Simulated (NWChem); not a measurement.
bromine (Br2); SMILES BrBr

```xyz
2

Br     0.0000     0.0000     1.1492
Br     0.0000     0.0000    -1.1492
```
Atoms are numbered in this order, from 1.

All runs: NWChem. Geometry: optimised at PBE0/def2-SVP. Static field.

Q: What does the run give for PBE/def2-TZVP? Quantities: isotropic polarisability (bohr³); anisotropy (bohr³).

A: 
```yaml
isotropic polarisability (bohr³): 37.3
anisotropy (bohr³): 29.0
```
